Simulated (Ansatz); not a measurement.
`CCC` + `O[SiH](O)[SiH3]` → `CO[SiH](O)[SiH3]` + `CC`  (substitution at a C–C bond)

Isolated molecules relaxed with PBE0-D4/def2-TZVP in Ansatz; ΔE leaves out vibrations. CCSD(T)/CBS is the MP2 limit (def2-TZVPP, def2-QZVPP) plus CCSD(T) − MP2 in def2-TZVPP, frozen cores. This one scheme is used for every species. DFT in def2-TZVPP. Each species was taken in one conformer, which may not be the lowest.

(1) Is it downhill or uphill in electronic energy at CCSD(T)/CBS, and by how much? (Estimate.)

(2) What do these levels give: B97M-V, r2SCANh-D4, r2SCAN0-D4, r2SCAN, r2SCANh, BHLYP? (An estimate is asked.)

Largest T1 diagnostic among the species: 0.013.

Results:

(1) The calculation gave: Uphill: ΔE = +13.3 kcal/mol.

(2) Ansatz gave: B97M-V 12.2, r2SCANh-D4 12.5, r2SCAN0-D4 12.8, r2SCAN 12.4, r2SCANh 12.6, BHLYP 11.5 kcal/mol.

Leaving LDA and LC-ωPBE aside and taking each functional with its dispersion term where it has one, the values, not all of them listed here, spread over 3.0 kcal/mol, from BLYP-D4 to PBE-QIDH. LDA lies +1.0 kcal/mol from PBE without D4. At CCSD(T), def2-SVP lies −2.3 kcal/mol from the extrapolated value and def2-TZVPP −0.5 kcal/mol. In def2-TZVPP, CCSD(T) changes the Hartree–Fock value by +2.1 kcal/mol (the triples alone add +0.0 kcal/mol) and MP2 by +3.3 kcal/mol.
